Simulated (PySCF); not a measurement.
# `CCN1[C@@H]([SiH3])CCN1C`, C$_{6}$H$_{16}$N$_{2}$Si

Molfile (atoms numbered from 1):
```
C6H16N2Si
     RDKit          3D

 25 25  0  0  0  0  0  0  0  0999 V2000
    2.7670   -0.3265    0.3935 C   0  0  0  0  0  0  0  0  0  0  0  0
    1.5320   -0.9061   -0.2825 C   0  0  0  0  0  0  0  0  0  0  0  0
    0.3305   -0.2549    0.2059 N   0  0  0  0  0  0  0  0  0  0  0  0
   -0.9172   -0.8939   -0.2732 C   0  0  1  0  0  0  0  0  0  0  0  0
   -1.6579   -1.7383    1.2620 Si  0  0  0  0  0  4  0  0  0  0  0  0
   -1.7455    0.2374   -0.8902 C   0  0  0  0  0  0  0  0  0  0  0  0
   -0.6610    1.2715   -1.2182 C   0  0  0  0  0  0  0  0  0  0  0  0
    0.3176    1.1289   -0.1495 N   0  0  0  0  0  0  0  0  0  0  0  0
    0.0165    1.9409    1.0163 C   0  0  0  0  0  0  0  0  0  0  0  0
    2.8467    0.7331    0.1680 H   0  0  0  0  0  0  0  0  0  0  0  0
    2.6921   -0.4508    1.4706 H   0  0  0  0  0  0  0  0  0  0  0  0
    3.6607   -0.8338    0.0395 H   0  0  0  0  0  0  0  0  0  0  0  0
    1.6309   -0.8116   -1.3774 H   0  0  0  0  0  0  0  0  0  0  0  0
    1.4428   -1.9682   -0.0376 H   0  0  0  0  0  0  0  0  0  0  0  0
   -0.6723   -1.6165   -1.0634 H   0  0  0  0  0  0  0  0  0  0  0  0
   -1.9526   -0.7044    2.2527 H   0  0  0  0  0  0  0  0  0  0  0  0
   -0.6697   -2.6788    1.7862 H   0  0  0  0  0  0  0  0  0  0  0  0
   -2.8916   -2.4500    0.9101 H   0  0  0  0  0  0  0  0  0  0  0  0
   -2.4531    0.6544   -0.1716 H   0  0  0  0  0  0  0  0  0  0  0  0
   -2.2998   -0.0895   -1.7677 H   0  0  0  0  0  0  0  0  0  0  0  0
   -1.0326    2.2937   -1.2717 H   0  0  0  0  0  0  0  0  0  0  0  0
   -0.1715    1.0223   -2.1659 H   0  0  0  0  0  0  0  0  0  0  0  0
   -1.0039    1.8054    1.3959 H   0  0  0  0  0  0  0  0  0  0  0  0
    0.1632    2.9880    0.7531 H   0  0  0  0  0  0  0  0  0  0  0  0
    0.7177    1.6717    1.8030 H   0  0  0  0  0  0  0  0  0  0  0  0
  1  2  1  0
  2  3  1  0
  3  4  1  0
  4  5  1  0
  4  6  1  0
  6  7  1  0
  7  8  1  0
  8  9  1  0
  8  3  1  0
  1 10  1  0
  1 11  1  0
  1 12  1  0
  2 13  1  0
  2 14  1  0
  4 15  1  6
  5 16  1  0
  5 17  1  0
  5 18  1  0
  6 19  1  0
  6 20  1  0
  7 21  1  0
  7 22  1  0
  9 23  1  0
  9 24  1  0
  9 25  1  0
M  END
```

Computed, not measured: GIAO BHandHLYP/pcSseg-1 magnetisability, rotational g tensor and spin-rotation constants, non-relativistic, gas phase in PySCF. Geometry: GFN2-xTB.

Problem. How diamagnetic is it, and how anisotropic?

Solution. Isotropic -1737 × 10⁻³⁰ J/T², or -104.6 × 10⁻⁶ cm³/mol; principal values -1814, -1712, -1684 × 10⁻³⁰ J/T², anisotropy 118 × 10⁻³⁰ J/T² (root of half the summed squared differences of the principal values). The susceptibility is in cgs units.

Problem. Split it along the inertial axes a, b, c into diamagnetic and paramagnetic parts about the centre of mass, with the quadrupole moment.

Solution. 
| axis | χ (10⁻⁶ cm³/mol) | diamagnetic (10⁻⁶ cm³/mol) | paramagnetic (10⁻⁶ cm³/mol) | summed x² of all electrons (Å²) | quadrupole Θ (D Å) |
| --- | --- | --- | --- | --- | --- |
| a | -103.1 | -944.0 | 840.9 | 212.8 | -5.87 |
| b | -102.2 | -1213.9 | 1111.8 | 149.2 | +3.63 |
| c | -108.5 | -1535.8 | 1427.3 | 73.3 | +2.23 |

Anisotropies 2χaa − χbb − χcc = +4.4 and 2χbb − χaa − χcc = +7.2 × 10⁻⁶ cm³/mol. Θ is traceless in Buckingham's convention.

Problem. And the rotational g tensor?

Solution. 
| axis | rotational constant (GHz) | g | nuclear part | electronic part |
| --- | --- | --- | --- | --- |
| a | 1.6065 | -0.0089 | 0.6258 | -0.6346 |
| b | 1.1759 | -0.0101 | 0.6041 | -0.6141 |
| c | 0.8979 | -0.0047 | 0.5974 | -0.6021 |

Asymmetric top; isotopes 12C, 1H, 14N, 28Si; no vibrational averaging.
